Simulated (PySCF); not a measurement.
Compound: C8H7NS.
Z-matrix (Å and degrees, PBE0-D3(BJ)/def2-SVP geometry), rows numbered from 1:
```
S 
C   1  1.7682
C   2  1.3911  1  124.62
C   3  1.4078  2  121.17  1  -179.96
C   4  1.3851  3  121.65  2    -0.01
C   5  1.4057  4  118.59  3     0.03
C   6  1.4338  5  134.35  4   179.94
C   7  1.3711  6  106.99  5   179.98
N   8  1.3729  7  109.63  6     0.01
C   9  1.3708  8  109.27  7     0.00
H   1  1.3479  2   96.58  3     0.08
H   3  1.0928  2  119.47  1     0.02
H   4  1.0925  3  118.52  2   179.99
H   5  1.0920  4  120.84  3   179.98
H   7  1.0876  6  126.93  5    -0.02
H   8  1.0884  7  129.83  6   180.00
H   9  1.0098  8  125.41  7  -179.98
```

Linear response at CAM-B3LYP/def2-SVPD (PySCF, frozen core in the response, non-relativistic).

Static isotropic polarisability: 121.32 au (17.98 Å³), principal values 69.6, 142.4, 152.0 au.

What is the polarisability at 1064 nm and at the sodium D line?

123.18 au at 1064 nm (+1.5 %), 127.90 au at 589.3 nm (+5.4 %). The rise at 589.3 nm is 3.52 times that at 1064 nm; a pure ω² law gives 3.26. The lowest singlet lies at 259 nm, shorter than both wavelengths.

What is the isotropic C6 coefficient between two such molecules, C6 = (3/π)∫α(iω)² dω?

5102 au (Eh·bohr⁶) by a ten-point quadrature over imaginary frequencies, which is 3050 eV·Å⁶ or 294 J·nm⁶/mol.

Which effective excitation energy ω̄ makes London's formula C6 = (3/4)α²ω̄ exact here?

ω̄ = 4·C6/(3α²) = 0.462 Eh = 12.6 eV. A one-pole form α(ω) = α/(1 − ω²/ω̄²) fitted to the 1064 nm value gives 9.5 eV.

What n − 1 at the D line would an ideal gas of it have at 273.15 K and 1 atm (2.6868 × 10¹⁹ cm⁻³), by n − 1 = 2π·N·α′?

31.99 × 10⁻⁴, a formal value whether or not that pressure can be reached.

What three-body coefficient follows from the one-pole estimate C9 = (3/4)·α·C6?

464000 au. This is an estimate from the two numbers above, not a computed integral.

How anisotropic is the static polarisability, by Δα² = ½[(α1 − α2)² + (α2 − α3)² + (α3 − α1)²]?

Δα = 78.1 au, or 0.64 of the isotropic value.

The lowest 6 singlets have (eV, f): 4.79, 0.130; 4.89, 0.003; 5.02, 0.071; 5.57, 0.008; 5.91, 0.010; 6.02, 0.416. What share of the static polarisability do they carry in the sum over states α = Σ f/ω²?

15.26 au, 12.6 % of α; the largest term, 8.49 au, is that of the state at 6.02 eV. Their oscillator strengths add up to 0.64. Higher states carry the rest.

What molar refraction at the D line follows from R = (4π/3)·N_A·α′, with α′ the polarisability volume?

α′ = 18.95 Å³ gives R = 47.81 cm³/mol, for isolated, non-vibrating species.

One conformer stands for the species.
